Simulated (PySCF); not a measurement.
C₂H₅Be, doublet, geometry from GFN2-xTB (such geometries of metal compounds can be far from the true shape) (the spin is typed, not shown lowest); PySCF with DF-PBE/aug-cc-pVDZ.

Here is a job for PySCF.
```python
from pyscf import gto, scf, dft

mol = gto.M(
    atom='''
Be    0.859337    1.272339    0.932752
C     0.560763   -0.250559    0.142332
C    -0.843514   -0.222504   -0.472719
H     0.610207   -1.118816    0.809056
H     1.267254   -0.484044   -0.662149
H    -0.937561    0.579632   -1.204972
H    -1.605618   -0.065777    0.290887
H    -1.075126   -1.161975   -0.981506
''',
    basis='aug-cc-pvdz',
    charge=0,
    spin=1,
    verbose=4,
)

mf = dft.UKS(mol)
mf.xc = 'pbe'
mf.DIIS = scf.EDIIS
mf = mf.density_fit(auxbasis='def2-universal-jkfit')
mf.kernel()
```

It wrote (shortened):

```
PySCF version 2.14.0

[INPUT] verbose = 4
[INPUT] num. atoms = 8
[INPUT] num. electrons = 21
[INPUT] charge = 0
[INPUT] spin (= nelec alpha-beta = 2S) = 1
[INPUT] symmetry False subgroup None
[INPUT] Mole.unit = angstrom
[INPUT] Symbol           X                Y                Z      unit          X                Y                Z       unit  Magmom
[...]
nuclear repulsion = 52.5606851062482
number of shells = 49
number of NR pGTOs = 160
number of NR cGTOs = 114
basis = aug-cc-pvdz
ecp = {}

******** <class 'pyscf.df.df_jk.DFUKS'> ********
method = DFUKS
initial guess = minao
damping factor = 0
level_shift factor = 0
DIIS = <class 'pyscf.scf.diis.EDIIS'>
diis_start_cycle = 1
diis_space = 8
diis_damp = 0
SCF conv_tol = 1e-09
SCF conv_tol_grad = None
SCF max_cycles = 50
direct_scf = False
number electrons alpha = 11  beta = 10
XC library pyscf.dft.libxc version 7.1.2
    S. Lehtola, C. Steigemann, M. J. T. Oliveira, and M. A. L. Marques,  SoftwareX 7, 1–5 (2018)
XC functionals = pbe
    J. P. Perdew, K. Burke, and M. Ernzerhof,  Phys. Rev. Lett. 77, 3865 (1996)
    J. P. Perdew, K. Burke, and M. Ernzerhof,  Phys. Rev. Lett. 78, 1396 (1997)
    J. P. Perdew, K. Burke, and M. Ernzerhof,  Phys. Rev. Lett. 77, 3865 (1996)
    J. P. Perdew, K. Burke, and M. Ernzerhof,  Phys. Rev. Lett. 78, 1396 (1997)
radial grids:
    Treutler-Ahlrichs [JCP 102, 346 (1995); DOI:10.1063/1.469408] (M4) radial grids

becke partition: Becke, JCP 88, 2547 (1988); DOI:10.1063/1.454033
pruning grids: <function nwchem_prune>
grids dens level: 3
symmetrized grids: False
atomic radii adjust function: <function treutler_atomic_radii_adjust>
small_rho_cutoff = 0
Set gradient conv threshold to 3.16228e-05
tot grids = 91000
init E= -93.728028803557

cycle= 1 E= -93.6590691143659  delta_E= 0.069  |g|= 0.384  |ddm|= 2.88
cycle= 2 E= -93.3933018936849  delta_E= 0.266  |g|= 0.744  |ddm|= 1.59
cycle= 3 E= -93.7167037948462  delta_E= -0.323  |g|= 0.23  |ddm|= 1.39
cycle= 4 E= -93.7167038196784  delta_E= -2.48e-08  |g|= 0.23  |ddm|= 1.29e-07
cycle= 5 E= -93.7167038193664  delta_E= 3.12e-10  |g|= 0.23  |ddm|= 1.62e-09
cycle= 6 E= -93.7167038190148  delta_E= 3.52e-10  |g|= 0.23  |ddm|= 1.83e-09
cycle= 7 E= -93.7167038190996  delta_E= -8.48e-11  |g|= 0.23  |ddm|= 4.4e-10
cycle= 8 E= -93.7167038157067  delta_E= 3.39e-09  |g|= 0.23  |ddm|= 1.76e-08
cycle= 9 E= -93.7167038191768  delta_E= -3.47e-09  |g|= 0.23  |ddm|= 1.8e-08
cycle= 10 E= -93.6950337216695  delta_E= 0.0217  |g|= 0.304  |ddm|= 0.104
[...]
cycle= 21 E= -93.7462297479484  delta_E= -0.0179  |g|= 0.0517  |ddm|= 0.263
cycle= 22 E= -93.7462297479634  delta_E= -1.5e-11  |g|= 0.0517  |ddm|= 2.2e-09
cycle= 23 E= -93.746229747535  delta_E= 4.28e-10  |g|= 0.0517  |ddm|= 6.21e-08
cycle= 24 E= -93.7462297478783  delta_E= -3.43e-10  |g|= 0.0517  |ddm|= 4.97e-08
cycle= 25 E= -93.7462297480371  delta_E= -1.59e-10  |g|= 0.0517  |ddm|= 2.3e-08
cycle= 26 E= -93.7462297479122  delta_E= 1.25e-10  |g|= 0.0517  |ddm|= 1.81e-08
cycle= 27 E= -93.7462297479198  delta_E= -7.53e-12  |g|= 0.0517  |ddm|= 1.06e-09
cycle= 28 E= -93.7390444607874  delta_E= 0.00719  |g|= 0.124  |ddm|= 0.176
cycle= 29 E= -93.7440197657254  delta_E= -0.00498  |g|= 0.0799  |ddm|= 0.256
cycle= 30 E= -93.746108481871  delta_E= -0.00209  |g|= 0.0532  |ddm|= 0.107
cycle= 31 E= -93.7463126691892  delta_E= -0.000204  |g|= 0.0494  |ddm|= 0.00417
cycle= 32 E= -93.7463126692584  delta_E= -6.92e-11  |g|= 0.0494  |ddm|= 5.14e-09
cycle= 33 E= -93.7463126680068  delta_E= 1.25e-09  |g|= 0.0494  |ddm|= 2.39e-08
cycle= 34 E= -93.7463126685921  delta_E= -5.85e-10  |g|= 0.0494  |ddm|= 1.46e-08
cycle= 35 E= -93.746312668156  delta_E= 4.36e-10  |g|= 0.0494  |ddm|= 2.07e-08
cycle= 36 E= -93.7463126693664  delta_E= -1.21e-09  |g|= 0.0494  |ddm|= 2.39e-08
cycle= 37 E= -93.7437327739046  delta_E= 0.00258  |g|= 0.0833  |ddm|= 0.143
cycle= 38 E= -93.7463053492007  delta_E= -0.00257  |g|= 0.0487  |ddm|= 0.159
cycle= 39 E= -93.7473528483715  delta_E= -0.00105  |g|= 0.0215  |ddm|= 0.043
cycle= 40 E= -93.7473528484122  delta_E= -4.07e-11  |g|= 0.0215  |ddm|= 2.1e-09
cycle= 41 E= -93.747352848434  delta_E= -2.17e-11  |g|= 0.0215  |ddm|= 2.55e-09
cycle= 42 E= -93.7473528484253  delta_E= 8.64e-12  |g|= 0.0215  |ddm|= 3.56e-09
cycle= 43 E= -93.7473528483647  delta_E= 6.06e-11  |g|= 0.0215  |ddm|= 3.68e-09
cycle= 44 E= -93.7473528486282  delta_E= -2.63e-10  |g|= 0.0215  |ddm|= 2.04e-08
cycle= 45 E= -93.7464996897054  delta_E= 0.000853  |g|= 0.0457  |ddm|= 0.0331
cycle= 46 E= -93.745814204281  delta_E= 0.000685  |g|= 0.0566  |ddm|= 0.107
cycle= 47 E= -93.7469642803413  delta_E= -0.00115  |g|= 0.0346  |ddm|= 0.107
cycle= 48 E= -93.7474975583122  delta_E= -0.000533  |g|= 0.0145  |ddm|= 0.0245
cycle= 49 E= -93.7474975582899  delta_E= 2.24e-11  |g|= 0.0145  |ddm|= 2.15e-09
cycle= 50 E= -93.7474975583271  delta_E= -3.72e-11  |g|= 0.0145  |ddm|= 2.99e-09
SCF not converged.
SCF energy = -93.7474975583271 after 50 cycles  <S^2> = 0.75073858  2S+1 = 2.0007384
```

Convergence was not reached.
